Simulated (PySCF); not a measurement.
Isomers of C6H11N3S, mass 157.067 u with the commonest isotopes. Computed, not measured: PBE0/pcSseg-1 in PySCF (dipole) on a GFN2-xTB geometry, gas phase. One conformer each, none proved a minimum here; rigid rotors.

Question: Order these by dipole moment, smallest first.
A. `[CH3:1][S:2][c:3]1[cH:4][n:5][n:6][n:7]1[CH:8]([CH3:9])[CH3:10]` with C1–S2–C3–C4 0°, N6–N7–C8–C9 -61°
B. `[CH3:1][S:2][c:3]1[n:4][nH:5][n:6][c:7]1[CH:8]([CH3:9])[CH3:10]` with C1–S2–C3–N4 0°, N6–C7–C8–C9 118°
C. `[CH3:1][CH2:2][n:3]1[n:4][c:5]([CH3:6])[c:7]([S:8][CH3:9])[n:10]1` with C1–C2–N3–N4 -88°, C5–C7–S8–C9 -179°
D. `[CH3:1][CH2:2][n:3]1[n:4][n:5][c:6]([S:7][CH3:8])[c:9]1[CH3:10]` with C1–C2–N3–N4 -98°, N5–C6–S7–C8 -1°
E. `[CH3:1][S:2][c:3]1[cH:4][n:5]([CH:6]([CH3:7])[CH3:8])[n:9][n:10]1` with C1–S2–C3–C4 180°, C4–N5–C6–C7 -119°

Answer: B (1.05 D), C (1.51 D), E (3.19 D), D (3.65 D), A (4.18 D).

Question: Order these by rotational constant A, smallest first.
A. `[CH3:1][CH2:2][n:3]1[n:4][c:5]([CH3:6])[c:7]([S:8][CH3:9])[n:10]1` with C1–C2–N3–N4 -88°, C5–C7–S8–C9 -179°
B. `[CH3:1][CH2:2][n:3]1[n:4][n:5][c:6]([S:7][CH3:8])[c:9]1[CH3:10]` with C1–C2–N3–N4 -98°, N5–C6–S7–C8 -1°
C. `[CH3:1][S:2][c:3]1[n:4][nH:5][n:6][c:7]1[CH:8]([CH3:9])[CH3:10]` with C1–S2–C3–N4 0°, N6–C7–C8–C9 118°
D. `[CH3:1][S:2][c:3]1[cH:4][n:5][n:6][n:7]1[CH:8]([CH3:9])[CH3:10]` with C1–S2–C3–C4 0°, N6–N7–C8–C9 -61°
E. `[CH3:1][S:2][c:3]1[cH:4][n:5]([CH:6]([CH3:7])[CH3:8])[n:9][n:10]1` with C1–S2–C3–C4 180°, C4–N5–C6–C7 -119°

Answer: C (1491 MHz), A (1726 MHz), D (1762 MHz), B (2586 MHz), E (3463 MHz).

Question: Order these by out-of-plane moment Σ m c² = (Ia + Ib − Ic)/2, largest first.
A. `[CH3:1][CH2:2][n:3]1[n:4][n:5][c:6]([S:7][CH3:8])[c:9]1[CH3:10]` with C1–C2–N3–N4 -98°, N5–C6–S7–C8 -1°
B. `[CH3:1][S:2][c:3]1[cH:4][n:5]([CH:6]([CH3:7])[CH3:8])[n:9][n:10]1` with C1–S2–C3–C4 180°, C4–N5–C6–C7 -119°
C. `[CH3:1][CH2:2][n:3]1[n:4][c:5]([CH3:6])[c:7]([S:8][CH3:9])[n:10]1` with C1–C2–N3–N4 -88°, C5–C7–S8–C9 -179°

Answer: B (55.72 u·Å²), A (26.98 u·Å²), C (25.66 u·Å²).

```
           SMILES  point group  Ia (u·Å²)  Ib (u·Å²)  Ic (u·Å²)      κ  μa (D)  μb (D)  μc (D)
   CCn1nnc(SC)c1C           C1     195.44     726.16     867.64  -0.89    2.61    2.56    0.11
 CSc1cn(C(C)C)nn1           Cs     145.92     910.58     945.07  -0.99    2.39    2.12    0.00
 CCn1nc(C)c(SC)n1           C1     292.79     618.71     860.18  -0.60    0.90    1.22    0.05
CSc1n[nH]nc1C(C)C           Cs     339.00     488.23     716.32  -0.16    0.92    0.51    0.01
   CSc1cnnn1C(C)C           Cs     286.85     571.29     746.63  -0.62    2.21    3.55    0.01
```
